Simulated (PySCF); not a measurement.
Ge(F)2(Me)(OH) (CH₄F₂GeO), SMILES [CH3][Ge]([OH])([F])[F]. Atoms are numbered in the order given.

```xyz
9

C      0.1351    -1.9298     0.0000
Ge     0.0109    -0.0061     0.0000
O      1.6134     0.7496     0.0000
F     -0.8940     0.6074    -1.3685
F     -0.8940     0.6074     1.3685
H      0.6815    -2.2588     0.9037
H     -0.8817    -2.3639     0.0000
H      0.6815    -2.2588    -0.9037
H      1.5440     1.7234     0.0000
```
Charge 0, spin multiplicity 1.

The structure is a stationary point at PBE-D3(BJ)/def2-SVP. A frequency run showed that this geometry is not a minimum. The structure was generated by enumeration, and PubChem lists no compound with its InChIKey, so it may never have been made. One conformer was computed; it need not be the lowest.

These are PBE-D3(BJ)/def2-SVP run with PySCF values and carry that method's errors.

Frequencies are harmonic and unscaled.

Computed normal modes with their intensities:
```tsv
mode	ν (cm⁻¹)	IR (km/mol)	moving atoms (share of kinetic energy)
1	36i	0.3	H 97 %
2	140	19.1	F 44 %, H 36 %, C 14 %
3	169	0.7	C 28 %, O 25 %, H 23 %, F 18 %
4	195	12.0	H 47 %, Ge 17 %, F 16 %, C 14 %
5	237	15.8	F 75 %, Ge 17 %
6	253	51.7	F 44 %, Ge 23 %, O 21 %
7	272	97.9	O 43 %, H 34 %, F 17 %
8	601	2.3	C 57 %, H 17 %, F 15 %
9	692	59.4	F 61 %, Ge 19 %, O 9 %
10	701	63.4	F 75 %, Ge 22 %
11	722	85.3	O 65 %, Ge 19 %, F 9 %
12	786	30.3	H 74 %, C 17 %
13	787	42.3	H 75 %, C 19 %
14	896	94.2	H 89 %
15	1212	11.9	H 80 %, C 20 %
16	1376	6.1	H 96 %
17	1377	4.7	H 96 %
18	3004	0.1	H 97 %
19	3119	0.1	H 90 %, C 10 %
20	3122	0.2	H 90 %, C 10 %
21	3725	80.4	H 94 %
```
